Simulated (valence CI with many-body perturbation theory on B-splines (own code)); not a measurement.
Results of a calculation; reference values are marked as such.
# Hyperfine factors and g values of In⁴⁴⁺

Method: configuration interaction combined with many-body perturbation theory (CI+MBPT): three valence electrons over a frozen Dirac-Fock core [He], radial functions for each j: 11 s, 11 p, 9 d, 7 f, 5 g, 2 h, 1 i, with the one-electron correlation potential Σ1, the two-electron term Σ2, the three-electron term Σ3, Breit, model QED; selected CI, second order for the rest (own B-spline code, finite nucleus).

No measured spectrum was set against this ion. As an estimate, large intervals hold to a few tenths of a per cent, small ones and those within an open d or f shell to about a per cent.

A/g_I is the dipole constant over the nuclear g factor μ/I (μ in nuclear magnetons, uniformly magnetised nucleus), B/Q the quadrupole constant per barn. Both hold the static response of the core; the bare values leave it out. Large factors of s and p1/2 electrons are usually good to 5 to 10 %; those of open d and f shells near neutrality can be off by tens of per cent, and small factors of p3/2, d and f electrons come from cancelling terms and can be off by a factor of two or in sign, in half-filled shells by more. B is blank for J = 1/2, where it vanishes, and for nearly pure S terms. Energies count from the lowest level.

Levels are named by their leading jj configuration (3d3/2^4 stands for four electrons in 3d with j = 3/2), which in mixed levels can hold well under half, so a name can repeat and another be missing. Letters in brackets count levels of one name in rising energy.

```csv
Level,E (Ry),g,A/g_I (MHz),A/g_I bare,B/Q (MHz/b),B/Q bare
(2s^2 2p1/2) J=1/2,0.00,0.645,1430000,1420000,,
(2s 2p1/2^2) J=1/2,10.36,2.241,4180000,4130000,,
(2s^2 2p3/2) J=3/2,17.21,1.319,227000,234000,430000,431000
(2s 2p1/2 2p3/2) J=3/2 [a],24.47,1.668,1130000,1120000,341000,342000
(2s 2p1/2 2p3/2) J=5/2,26.56,1.371,1290000,1280000,237000,238000
(2s 2p1/2 2p3/2) J=3/2 [b],29.87,0.954,7450,19100,299000,300000
(2s 2p1/2 2p3/2) J=1/2,30.01,1.189,-1280000,-1250000,,
(2p1/2^2 2p3/2) J=3/2,41.14,1.382,196000,210000,384000,385000
(2s 2p3/2^2) J=5/2,43.02,1.397,1080000,1080000,191000,192000
(2s 2p3/2^2) J=1/2,47.85,1.857,4390000,4330000,,
(2s 2p3/2^2) J=3/2,47.93,1.200,-594000,-570000,-126000,-126000
(2p1/2 2p3/2^2) J=3/2,56.32,1.429,-22500,-5560,71000,71100
(2p1/2 2p3/2^2) J=5/2,57.66,1.184,457000,463000,-1930,-1940
(2p1/2 2p3/2^2) J=1/2,60.18,0.646,1430000,1410000,,
(2p3/2^3) J=3/2,75.74,1.279,223000,234000,-453000,-454000
(2s^2 3s) J=1/2,306.58,1.994,1300000,1280000,,
(2s^2 3p1/2) J=1/2,310.23,0.670,415000,412000,,
(2s 2p1/2 3s) J=1/2 [a],313.71,2.407,2520000,2480000,,
(2s 2p1/2 3s) J=3/2,314.42,1.478,1510000,1490000,8750,8740
(2s^2 3p3/2) J=3/2,315.87,1.436,907000,898000,20800,20800
(2s 2p1/2 3s) J=1/2 [b],316.20,0.744,2170000,2150000,,
(2s 2p1/2 3p1/2) J=1/2 [a],316.80,0.257,-281000,-272000,,
(2s 2p1/2 3p1/2) J=3/2,317.79,0.991,1260000,1240000,-30800,-30700
(2s^2 3d3/2) J=3/2,318.49,0.948,839000,829000,-35400,-35400
(2s^2 3d5/2) J=5/2,319.65,1.195,27000,26900,33900,34200
(2s 2p1/2 3p1/2) J=1/2 [b],319.82,2.035,4390000,4330000,,
(2s 2p1/2 3p3/2) J=3/2 [a],322.45,1.411,246000,246000,117000,118000
(2s 2p1/2 3p3/2) J=1/2,323.46,1.310,-1440000,-1420000,,
(2s 2p1/2 3p3/2) J=5/2,323.81,1.348,1180000,1160000,29800,29800
(2s 2p1/2 3p3/2) J=3/2 [b],324.04,1.244,647000,642000,95000,95200
(2s 2p1/2 3d3/2) J=3/2 [a],324.59,0.548,-397000,-390000,32600,32800
(2s 2p1/2 3d3/2) J=5/2,325.83,1.048,940000,929000,-38900,-38800
(2s 2p1/2 3d3/2) J=1/2,326.72,0.401,-1710000,-1680000,,
(2s 2p1/2 3d5/2) J=5/2 [a],326.74,1.346,503000,496000,21200,21500
(2s 2p1/2 3d3/2) J=3/2 [b],326.84,1.253,982000,969000,58500,58700
(2p1/2^2 3s) J=1/2,327.62,1.977,885000,876000,,
(2s 2p1/2 3d5/2) J=7/2,327.87,1.249,835000,825000,-71900,-71700
(2s 2p1/2 3d5/2) J=3/2,328.62,1.042,-869000,-858000,5420,5630
(2s 2p1/2 3d5/2) J=5/2 [b],328.63,1.041,108000,108000,96300,96700
(2p1/2^2 3p1/2) J=1/2,330.19,0.645,272000,271000,,
```

Q: Take the isotope of mass number 113, with I = 9/2, μ = 5.5208 μN and Q = 0.761 b. What is the hyperfine structure of (2s 2p1/2 2p3/2) J=5/2?

A: From the table A = 1580000 MHz, B = 181000 MHz. Shifts from the centre of gravity in MHz: F = 2: -2.16e+07, F = 3: -1.70e+07, F = 4: -1.07e+07, F = 5: -2820000, F = 6: 6680000, F = 7: 1.78e+07.
